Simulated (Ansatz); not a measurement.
System: CH6NSi, charge 0, doublet. CH6NSi (SMILES C[SiH2][NH], doublet).
B3LYP-D3(BJ)/def2-TZVP minimum from Ansatz (a first-principles code):
```
Si
N 1 1.7564
H 2 1.0231 1 113.09
H 1 1.4898 2 108.81 3 58.66
H 1 1.4898 4 107.90 2 117.90
C 1 1.8632 4 110.76 5 121.39
H 6 1.0916 1 110.64 4 180.00
H 6 1.0916 7 108.03 1 121.25
H 6 1.0921 7 108.22 8 116.96
```
Charge 0, spin multiplicity 2.

Total energies in cc-pV(D+d)Z, 19 correlated electrons, 7 frozen orbitals. Open shells are spin-unrestricted; no spin-orbit coupling. Correlated methods leave the cores frozen. No relativity.

| method | program | energy (Eh) | minus CCSDT(Q) (mEh) |
|---|---|---|---|
| HF | Ansatz | -384.73256 | 445.84 |
| MP2 | Ansatz | -385.11423 | 64.18 |
| CCSD | Ansatz | -385.16600 | 12.41 |
| CCSD(T) | Ansatz | -385.17652 | 1.88 |
| CCSDT(Q) | Ansatz | -385.17841 | 0.00 |

Rough core times of Ansatz's runs on a shared machine: CCSD(T) 30 s, CCSDT(Q) 20 min.
